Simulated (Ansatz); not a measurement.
The same molecule with X = B, Al, In. Ansatz, PBE0-D4/def2-TZVP geometries, multiplicity 1. Each molecule was computed in one conformer, which needn't be the lowest.

Elements past krypton have def2 core potentials.

```tsv
X	molecule	mean X–C bond length / Å	mean X–Cl bond length / Å	mean X–N bond length / Å	LUMO energy (B3LYP/def2-TZVPP) / eV	LUMO energy (PBE0/def2-TZVPP) / eV	HOMO–LUMO gap (PBE/def2-TZVPP) / eV
B	`CB(N)Cl`	1.563	1.786	1.389	0.40	0.72	6.53
Al	`[CH3][Al]([NH2])[Cl]`	1.937	2.107	1.760	-0.31	-0.01	5.40
```

Problem. Give the row for X = In, `[CH3][In]([NH2])[Cl]`. (Estimate.)

Solution. Ansatz gave: 
```
 X                molecule  mean X–C bond length / Å  mean X–Cl bond length / Å  mean X–N bond length / Å  LUMO energy (B3LYP/def2-TZVPP) / eV  LUMO energy (PBE0/def2-TZVPP) / eV  HOMO–LUMO gap (PBE/def2-TZVPP) / eV
In  `[CH3][In]([NH2])[Cl]`                     2.127                      2.352                     2.004                                -1.23                               -0.92                                 4.24
```

From B to In the mean X–C bond length rises at each step, by 0.564 Å in all; the mean X–Cl bond length rises at each step, by 0.566 Å in all; the mean X–N bond length rises at each step, by 0.615 Å in all; the LUMO energy (B3LYP/def2-TZVPP) falls at each step, by 1.63 eV in all; the LUMO energy (PBE0/def2-TZVPP) falls at each step, by 1.64 eV in all; the HOMO–LUMO gap (PBE/def2-TZVPP) falls at each step, by 2.29 eV in all. Bonds lengthen as the atom grows down the group.

B3LYP here is the variant with VWN-RPA as its local correlation; programs differ in this.
